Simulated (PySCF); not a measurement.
## Electronic absorption of Me2PhSiCl

Me2PhSiCl, C8H11ClSi.
Z-matrix (Å and degrees, PBE0-D3(BJ)/def2-SVP geometry), rows numbered from 1:
```
C 
Si  1  1.8694
C   2  1.8673  1  111.90
Cl  2  2.0925  1  106.93  3  -117.88
C   2  1.8747  1  111.10  3   125.66
C   5  1.4023  2  121.27  1  -108.46
C   6  1.3948  5  120.99  2   178.19
C   7  1.3934  6  119.98  5     0.08
C   8  1.3952  7  119.80  6     0.16
C   9  1.3924  8  120.04  7    -0.13
H   1  1.1007  2  111.03  3    56.23
H   1  1.1003  2  110.68  3   176.51
H   1  1.1018  2  110.11  3   -64.05
H   3  1.1017  2  111.05  1    60.53
H   3  1.1005  2  110.05  1   -58.94
H   3  1.1003  2  111.01  1  -178.65
H   6  1.0939  5  120.09  2    -2.08
H   7  1.0928  6  119.94  5   179.81
H   8  1.0928  7  120.10  6   179.85
H   9  1.0928  8  120.02  7   179.55
H  10  1.0942  5  119.71  2     2.92
```

The calculation used TDDFT PBE0/def2-SVPD, vertical, gas phase, core orbitals frozen in the response (PySCF 2.14.0, density-fitted response routines).

Question: Predict the UV-vis stick spectrum at this level.

Answer: 

```json
{"state": "S1", "E (eV)": "5.33", "ν̃ (cm⁻¹)": "42970", "f": "0.0026", "main configurations (H = HOMO, L = LUMO)": "H-1→L (46%), H→L+1 (32%), H→L (13%)"}
{"state": "S2", "E (eV)": "5.92", "ν̃ (cm⁻¹)": "47720", "f": "0.092", "main configurations (H = HOMO, L = LUMO)": "H→L (60%), H-1→L+1 (17%), H-1→L (14%)"}
{"state": "S3", "E (eV)": "6.29", "ν̃ (cm⁻¹)": "50760", "f": "0.0084", "main configurations (H = HOMO, L = LUMO)": "H-2→L (81%), H-3→L (12%)"}
{"state": "S4", "E (eV)": "6.62", "ν̃ (cm⁻¹)": "53360", "f": "0.040", "main configurations (H = HOMO, L = LUMO)": "H-2→L+1 (65%), H-3→L+1 (14%)"}
{"state": "S5", "E (eV)": "6.65", "ν̃ (cm⁻¹)": "53620", "f": "0.130", "main configurations (H = HOMO, L = LUMO)": "H-3→L (61%), H-1→L+1 (14%), H-2→L (12%)"}
{"state": "S6", "E (eV)": "6.79", "ν̃ (cm⁻¹)": "54790", "f": "0.260", "main configurations (H = HOMO, L = LUMO)": "H→L+1 (29%), H-1→L (23%), H-1→L+1 (20%)"}
{"state": "S7", "E (eV)": "6.88", "ν̃ (cm⁻¹)": "55450", "f": "0.630", "main configurations (H = HOMO, L = LUMO)": "H-1→L+1 (31%), H-3→L (20%), H→L+1 (16%)"}
{"state": "S8", "E (eV)": "6.92", "ν̃ (cm⁻¹)": "55780", "f": "0.042", "main configurations (H = HOMO, L = LUMO)": "H→L+2 (87%)"}
{"state": "S9", "E (eV)": "6.96", "ν̃ (cm⁻¹)": "56150", "f": "0.0087", "main configurations (H = HOMO, L = LUMO)": "H-1→L+2 (89%)"}
{"state": "S10", "E (eV)": "7.18", "ν̃ (cm⁻¹)": "57900", "f": "0.032", "main configurations (H = HOMO, L = LUMO)": "H-3→L+1 (80%), H-2→L+1 (14%)"}
```

Triplets, Tamm–Dancoff:

```csv
state,E (eV),λ (nm),"main configurations (H = HOMO, L = LUMO)"
T1,3.99,311.0,"H→L (50%), H-1→L+1 (26%), H-1→L (10%)"
T2,4.60,269.6,"H-1→L (63%), H→L (17%), H→L+1 (11%)"
T3,4.67,265.3,"H-1→L+1 (44%), H→L (26%), H→L+1 (20%)"
T4,5.09,243.7,"H→L+1 (59%), H-1→L+1 (21%), H-1→L (16%)"
```

The lowest singlet comes at 233 nm (514 kJ/mol) in the ultraviolet; it is very weak; its leading configuration is HOMO-1→LUMO (46%). The most intense listed level is S7 at 6.88 eV (180 nm, f = 0.630), 1.55 eV above S1. Löwdin shares by element: HOMO carbon 76% or more (atoms not listed hold the other 24%); LUMO carbon 63% or more (atoms not listed hold the other 37%). Orbital energies (eV): HOMO-3 -8.50, HOMO-2 -8.36, HOMO-1 -7.50, HOMO -7.44, LUMO -0.80, LUMO+1 -0.45, LUMO+2 0.40. Weighted by f, the mean energy of these states is 6.76 eV. The oscillator strengths of these states sum to 1.246; summed over the whole spectrum of an exact calculation they would give the number of electrons, 90 (Thomas–Reiche–Kuhn). No computed singlet lies in the visible range (380 to 750 nm); the lowest, at 233 nm, stands 2.07 eV above its violet end (3.26 eV). The vertical ionisation energy (ΔSCF) is 9.10 eV, 1.92 eV above S10. Only the lowest 10 singlets were computed, as vertical energies without vibronic structure.

One conformer stands for the species.
